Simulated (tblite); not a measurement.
Task: Write Cartesian coordinates for InChI=1S/C5H12O2SSi/c1-4-7-5(6-2)9(4)8-3/h4-5,9H,1-3H3/t4-,5-,9+/m1/s1 as optimised with GFN2-xTB.

Result: 
```
atom  x, y, z in Å
C1    -0.9586   -2.3568   -1.2220
O2    -0.0148   -1.6133   -0.4787
C3    -0.5670   -0.9498    0.6269
O4    -1.4755    0.0711    0.2564
C5    -0.6710    1.2696    0.3003
C6    -1.4332    2.4189    0.9364
Si7    0.6846    0.3424    1.3233
S8     2.7525    0.3195    0.8189
C9     2.7343   -0.0402   -0.9742
H10   -1.7479   -1.7048   -1.6066
H11   -0.4157   -2.8136   -2.0474
H12   -1.4103   -3.1343   -0.5955
H13   -1.0916   -1.6694    1.2722
H14   -0.3843    1.5439   -0.7247
H15   -1.7637    2.1424    1.9344
H16   -0.7935    3.2950    1.0027
H17   -2.3097    2.6620    0.3394
H18    0.6196    0.5601    2.7597
H19    2.4838    0.8650   -1.5177
H20    2.0163   -0.8274   -1.1723
H21    3.7370   -0.3632   -1.2319
```

Any rigid rotation of these coordinates is as good. Atoms count from 1 in this order. The 4 C–O bonds span 1.403 Å (O2–C3, drawn single) to 1.444 Å (O4–C5, drawn single), a spread of 0.041 Å. Si7 (SiH silicon) has angles from 71.1° to 124.1°. The 4-membered ring C3–O4–C5–Si7 has internal angles of 71.1° to 103.5°; it is puckered, 0.09 Å rms from its mean plane, widest ring torsion 16°. Of the pairs four or more bonds apart, O2···H20 is among the closest relative to their van der Waals radii: 2.29 Å, 84 % of the sum of Bondi's values.

Bonds between heavy atoms (Å): C1–O2 1.413, O2–C3 1.403, C3–O4 1.416, O4–C5 1.444, C5–C6 1.519, C5–Si7 1.935, Si7–S8 2.129, S8–C9 1.829, C3–Si7 1.929.

The geometry is computed with GFN2-xTB (gas phase).

Point group: C1 (no symmetry element, even within 0.4 Å). Its GFN2-xTB frequencies are all real (lowest 47 cm⁻¹). One conformer, not necessarily the lowest (C1–O2–C3–O4 -66°, C5–Si7–S8–C9 -46°, O2–C3–O4–C5 -97°, C3–O4–C5–C6 -138°, O4–C5–Si7–S8 129°, O2–C3–Si7–C5 103°). 3 starts were optimised and ended at 0.00, 1.84 and 1.88 kcal/mol (GFN2-xTB); the lowest of these is shown.
